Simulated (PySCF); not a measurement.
The PySCF input:
```python
from pyscf import gto, scf

mol = gto.Mole()
mol.atom = '''
    C    -2.34664091   -0.69189172    0.95092571
    O    -1.32758387    0.22445424    0.62927177
    Si    0.18230072   -0.02934997    0.14694135
    O     0.93116311   -0.96146058    1.24269982
    Cl    0.96299959    1.80436385    0.06015925
    Cl    0.25448447   -0.95445531   -1.64923101
    H    -2.03257051   -1.33024437    1.77697453
    H    -2.58735459   -1.31382924    0.08720699
    H    -3.22133331   -0.11214816    1.24251380
    H     1.84303081   -1.23392308    1.16901860
'''
mol.basis = 'def2-svpd'
mol.verbose = 4
mol.max_memory = 1800
mol.build()

mf = scf.RHF(mol)
mf = mf.density_fit(auxbasis='def2-universal-jkfit')
mf.kernel()
```

Q: What does this run give for the total energy, nuclear repulsion energy, number of basis functions, HOMO energy, HOMO-LUMO gap, Mulliken (on the basis functions themselves) charges in atom order?

A: 
total energy: -1397.5524 Eh
nuclear repulsion energy: 478.8381 Eh
number of basis functions: 176
HOMO energy: -12.60 eV
HOMO-LUMO gap: 14.40 eV
Mulliken (on the basis functions themselves) charges in atom order: C1 0.71, O2 -1.46, Si3 2.85, O4 -0.87, Cl5 -0.64, Cl6 -0.68, H7 -0.01, H8 -0.02, H9 -0.06, H10 0.18
